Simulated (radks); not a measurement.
Results of a calculation; reference values are marked as such.
K3+, configuration [Ne] 3p4 4f2 (not the ground configuration).

Level of theory: non-relativistic Kohn-Sham, r2SCAN, spin-unpolarised, spherical densities, point nucleus; meta-GGA in the generalised Kohn-Sham scheme (a radial shooting solver on a logarithmic mesh with Libxc functionals).

Energy parts (eV):
| part | energy |
|---|---|
| total | -16095.418 |
| kinetic | 16080.425 |
| electron-nucleus | -37237.837 |
| Hartree | 5905.211 |
| exchange-correlation | -843.218 |

Orbitals (lengths in bohr, moments of r in powers of bohr):
orbital  occ.  eigenvalue (eV)   <1/r>
1s          2        -3597.032   18.54
2s          2        -427.8920   3.795
2p          6        -355.4994   3.707
3p          4         -73.4904   1.125
4f          2         -13.0290  0.3081

The highest occupied level is 4f at -13.029 eV. The density falls to 0.001 e/bohr^3 at r = 4.99 bohr. Summed over all electrons, <r^2> = 39.76 bohr^2, which gives a Langevin (diamagnetic) susceptibility term of -31.5 x 10^-6 cm^3/mol.
